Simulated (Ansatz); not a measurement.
Isolated molecules relaxed with PBE0-D4/def2-TZVP in Ansatz; ΔE leaves out vibrations. CCSD(T)/CBS adds triple-zeta CCSD(T) − MP2 to the extrapolated MP2 energy (def2 sets, frozen cores). This one scheme is used for every species. DFT in def2-TZVPP. B3LYP here is the variant with VWN-RPA as its local correlation; programs differ in this. HSE06 is defined as in plane-wave codes. Each species was taken in one conformer, which may not be the lowest.

`COB(C)[SiH3]` + H₂ → `COB[SiH3]` + CH₄  (hydrogenolysis of a B–C bond)

Q: Is it downhill or uphill in electronic energy at CCSD(T)/CBS, and by how much? (Estimate.)

A: Computed: Downhill: ΔE = -21.8 kJ/mol.

Q: What do these levels give: LDA (SPW92), B3LYP-D4, ωB97M-V, revPBE, r2SCAN, B3LYP, HSE06, MP2/def2-SVP, CCSD/def2-SVP, CCSD(T)/def2-SVP, MP2/def2-TZVPP, SCS-MP2/def2-QZVPP? (An estimate is asked.)

A: Computed: LDA (SPW92) -9.4, B3LYP-D4 -23.6, ωB97M-V -20.6, revPBE -28.8, r2SCAN -19.4, B3LYP -35.1, HSE06 -25.3, MP2/def2-SVP -22.7, CCSD/def2-SVP -30.9, CCSD(T)/def2-SVP -27.4, MP2/def2-TZVPP -19.5, SCS-MP2/def2-QZVPP -26.0 kJ/mol.

Q: What do rigid-rotor, harmonic-oscillator terms from PBE0-D4/def2-TZVP frequencies (298.15 K, 1 bar) make of the CCSD(T)/CBS value? (Best estimate.)

A: Ansatz gave: ΔZPE = +17.4 kJ/mol, ΔH = -7.8 kJ/mol, ΔS = 13 J/(mol·K), ΔG = -11.7 kJ/mol.

Largest T1 diagnostic among the species: 0.014.

In def2-TZVPP, CCSD(T) changes the Hartree–Fock value by +25.5 kJ/mol (the triples alone add +4.6 kJ/mol) and MP2 by +29.6 kJ/mol. Leaving LDA and LC-ωPBE aside and taking each functional with its dispersion term where it has one, the values, not all of them listed here, spread over 18.3 kJ/mol, from B2PLYP to revPBE-D4. LDA lies +13.6 kJ/mol from PBE without D4. The D4 term adds +11.5 kJ/mol with B3LYP and +6.4 kJ/mol with PBE0; it sums over pairs of atoms, weighted by their polarisabilities, and B3LYP, whose exchange is more repulsive, gets the larger term.
